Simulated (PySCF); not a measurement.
Start geometry of `O=[PH](CCCCCCl)CCCCCCl` (bis(5-chloropentyl)phosphine oxide) from GFN2-xTB (Å):
```
atom  x, y, z in Å
O1    -0.416   -3.133    1.190
P2     0.060   -2.078    0.292
C3     1.590   -1.257    0.876
C4     2.217   -0.292   -0.120
C5     3.465    0.374    0.454
C6     4.111    1.326   -0.552
C7     5.295    2.074    0.036
Cl8    4.768    3.188    1.331
C9    -1.187   -0.781   -0.051
C10   -2.469   -1.476   -0.499
C11   -3.599   -0.509   -0.847
C12   -4.155    0.220    0.376
C13   -5.323    1.126    0.026
Cl14  -4.797    2.470   -1.028
H15    0.397   -2.539   -0.985
H16    1.328   -0.751    1.811
H17    2.284   -2.064    1.133
H18    2.479   -0.835   -1.031
H19    1.494    0.480   -0.389
H20    3.195    0.935    1.350
H21    4.188   -0.392    0.744
H22    4.467    0.761   -1.418
H23    3.369    2.046   -0.903
H24    6.014    1.390    0.488
H25    5.791    2.688   -0.715
H26   -0.832   -0.089   -0.815
H27   -1.340   -0.234    0.883
H28   -2.239   -2.087   -1.377
H29   -2.790   -2.156    0.293
H30   -4.409   -1.073   -1.316
H31   -3.243    0.226   -1.571
H32   -4.506   -0.513    1.107
H33   -3.373    0.818    0.845
H34   -6.097    0.587   -0.519
H35   -5.749    1.585    0.917
```

Question: What comes out of this run: PySCF 2.14.0, PBE0-D3(BJ)/def2-SVP geometry optimisation, gas phase?

Answer: 
```
atom  x, y, z in Å
O1    -0.145   -1.331    2.048
P2     0.344   -0.309    1.069
C3     1.748    0.687    1.659
C4     2.364    1.645    0.649
C5     3.606    2.342    1.186
C6     4.233    3.304    0.189
C7     5.460    4.024    0.707
Cl8    5.087    5.077    2.108
C9    -0.946    0.855    0.523
C10   -2.197    0.108    0.065
C11   -3.379    1.013   -0.263
C12   -3.969    1.728    0.944
C13   -5.146    2.623    0.620
Cl14  -4.681    3.991   -0.445
H15    0.840   -0.831   -0.172
H16    1.393    1.218    2.559
H17    2.488   -0.050    2.013
H18    2.621    1.096   -0.275
H19    1.623    2.408    0.352
H20    3.352    2.895    2.105
H21    4.352    1.583    1.483
H22    4.536    2.755   -0.722
H23    3.488    4.052   -0.133
H24    6.231    3.315    1.043
H25    5.899    4.672   -0.064
H26   -0.553    1.513   -0.269
H27   -1.163    1.489    1.400
H28   -1.948   -0.491   -0.827
H29   -2.473   -0.617    0.849
H30   -4.170    0.404   -0.734
H31   -3.082    1.763   -1.015
H32   -4.316    0.983    1.683
H33   -3.201    2.334    1.453
H34   -5.941    2.073    0.095
H35   -5.574    3.068    1.528
```

The energy falls by 0.149 eV over 8 energy and gradient evaluations, the largest force component goes from 0.0320 to 4.3e-04 Eh/bohr, and the atoms move by 0.129 Å rms after alignment. The bond that changes most is P2–H15 (phosphoryl phosphorus to P–H hydrogen), which lengthens by 0.036 Å. Bonds longer at the end by more than 0.005 Å: 23 of 34; shorter: 6. Among the angles that change most is P2–C9–C10, from 107.7° to 110.9°. Rotational constants go from 464.2, 137.7, 111.4 to 474.7, 133.5, 109.5 MHz. The orientation of the end geometry is arbitrary; only internal coordinates are fixed.

The run used 313 basis functions and 54 SCF cycles in all. Time: 6.0 min; peak memory 1.9 GiB. Hardware: an AMD EPYC 9R45 with one thread, no GPU, shared host with 96 logical CPUs at a one-minute load of 56.

Not checked by PBE0-D3(BJ)/def2-SVP frequencies. One conformer, not necessarily the lowest.
